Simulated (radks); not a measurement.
Problem. Charge is removed step by step from the 5s down level of the indium ion In+, starting from [Kr] 4d10 5s(up 1, down 1). All-electron calculation, scalar-relativistic Kohn-Sham, LDA (Slater exchange, Perdew-Wang correlation), spin-polarised, spherical densities, finite nucleus; Fermi nuclear charge, rms radius 4.6156 fm. Program: a radial shooting solver on a logarithmic mesh with Libxc functionals. At the starting occupation the eigenvalue is -15.302 eV. Estimate the energy to remove one whole electron from this level, the eigenvalue at the end, and how far E(n) bends from a straight line.

Solution. Delta-SCF 19.415 eV; final eigenvalue -23.564 eV; the deviation from the straight line is -1.035 eV at 0.5 electron removed, the largest on the grid computed. Slater's transition state (half an electron removed) gives 19.410 eV. Integrating minus the eigenvalue over the occupation (Janak's theorem) gives 19.418 eV. In this scalar-relativistic scheme the density is built from large components alone, so the theorem holds only approximately. The mean slope of the eigenvalue, de/dn, is 8.26 eV per electron. Ionisation energy of In+ in the NIST Atomic Spectra Database: 18.870 eV (measured).
